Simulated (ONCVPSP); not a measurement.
# La: one change to an ONCV potential, before and after

- Element: La (Z = 57)
- Generator: ONCVPSP 4.0.1
- Type: optimised norm-conserving Vanderbilt (ONCV)
- Functional: PBEsol
- Relativity: scalar-relativistic
- Frozen core: [Kr] 4d10
- Valence charge: 11
- Reference configuration: 5s2 5p6 5d1.5 6s1.5
- Partial waves: 5s+6s: rc 2.40 bohr, ncon 3, nbas 6, qcut 4.6 1/bohr, 2 projectors; 5p: rc 3.00 bohr, ncon 3, nbas 7, qcut 4.9 1/bohr, 2 projectors, debl 1.1 Ha; 5d: rc 4.00 bohr, ncon 4, nbas 9, qcut 4.6 1/bohr, 2 projectors, debl 2.8 Ha; f scattering state at 0.38 Ha: rc 2.40 bohr, ncon 5, nbas 8, qcut 4.2 1/bohr, local
- Local potential: the f channel
- Core correction: none

In the f channel the program set the typed energies aside and used -0.130 Ha.

All-electron outer shells of the reference configuration (PBEsol, scalar-relativistic, ld1.x):

| shell | level (eV) | outermost node (bohr) | outermost maximum (bohr) |
| --- | --- | --- | --- |
| 5s | -38.12 | 0.77 | 1.41 |
| 5p | -21.63 | 0.83 | 1.58 |
| 6s | -3.42 | 1.87 | 3.88 |
| 5d | -2.60 | 0.95 | 2.24 |

Change: s: qcut 3.8; p: qcut 4; d: qcut 3.8; f: qcut 3.5.

Cutoffs: the cutoffs (Ha) at which the residual kinetic energy of the hardest occupied pseudo-wave falls to 1 and 0.1 mHa per electron; they do not see the model core or the augmentation charge, which bear on the density cutoff. Errors are all-electron minus pseudo energies relative to the spin-unpolarised reference configuration.

Problem. What does the change do?

Solution. The potential gets neither clearly harder nor softer (7.5 Ha and 9.1 Ha → 5.7 Ha and 9.4 Ha); both files keep a bound ghost (p, s); the lowest positive-energy flag moves from s at 24.1 eV to s at 2.5 eV; the number of tests with a reliable result goes from 4 to 2.

```tsv
quantity	base	changed
cutoff, loose	7.5 Ha	5.7 Ha
cutoff, tight	9.1 Ha	9.4 Ha
loose cutoff by channel	s 7.5 Ha, p 5.1 Ha, d 5.3 Ha	s 5.7 Ha, p 5.1 Ha, d 4.6 Ha
bound ghosts	s, p	s, p
GHOST(+) flags under 300 eV	s at 24.1 eV, d at 41.8 eV	s at 2.5 eV, d at 5.2 eV
tests with a reliable result	4 of 4	2 of 4
error for 5s2 5p6 5d1 6s2, meV [ΔE -0.35 eV]	+0.9	+2.5
error for 5s2 5p6 5d1 6s1, meV [ΔE 5.64 eV]	+1.5	+3.7
s: phases at 2.43 bohr within 0.05 rad from the reference energy up to (Ha; the scan ends near 5)	0.4	0.1
p: phases at 3.05 bohr within 0.05 rad from the reference energy up to (Ha; the scan ends near 5)	3.4	3.3
d: phases at 4.07 bohr within 0.05 rad from the reference energy up to (Ha; the scan ends near 5)	0.4	0.2
f: phases at 2.43 bohr within 0.05 rad from the reference energy up to (Ha; the scan ends near 5)	-0.0	-0.0
```

Base: The cutoffs count occupied waves only; projector 1 of the f channel, the hardest unoccupied one, needs 47 Ha at the loose tolerance. Changed file: The cutoffs count occupied waves only; projector 1 of the f channel, the hardest unoccupied one, needs 48 Ha at the loose tolerance. A true bound ghost makes a file unfit for plane-wave use even where its test errors are small: the radial tests pick states by their node count and pass the ghost by.
